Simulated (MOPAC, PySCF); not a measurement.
Cl$_{3}$Ga, SMILES `[Cl][Ga]([Cl])[Cl]`, neutral singlet in the gas phase. 

Z-matrix (Å, degrees):
```
Ga
Cl 1 2.1381
Cl 1 2.1381 2 120.00
Cl 1 2.1381 2 120.01 3 -179.98
```
Charge 0, spin multiplicity 1.

All levels are single points at this geometry (PBE-D3(BJ)/def2-SVP); Pople sets use spherical d functions. Orbital energies aren't observables, and empty levels follow the basis.

B3LYP/3-21G in PySCF gives HOMO (eV) = -9.37.

### Question
Estimate the HOMO (eV) from each of these levels: PBE-D3(BJ)/def2-TZVP in PySCF; B3LYP/6-31G* in PySCF; B3LYP/LANL2DZ in PySCF; SVWN5/6-31G* in PySCF; HF/STO-3G in PySCF; AM1 in MOPAC; PM6 in MOPAC; PM7 in MOPAC.

### Answer

```csv
level,HOMO (eV)
PBE-D3(BJ)/def2-TZVP in PySCF,-8.02
B3LYP/6-31G* in PySCF,-9.12
B3LYP/LANL2DZ in PySCF,-9.45
SVWN5/6-31G* in PySCF,-8.11
HF/STO-3G in PySCF,-10.52
AM1 in MOPAC,-12.50
PM6 in MOPAC,-11.76
PM7 in MOPAC,-12.00
```
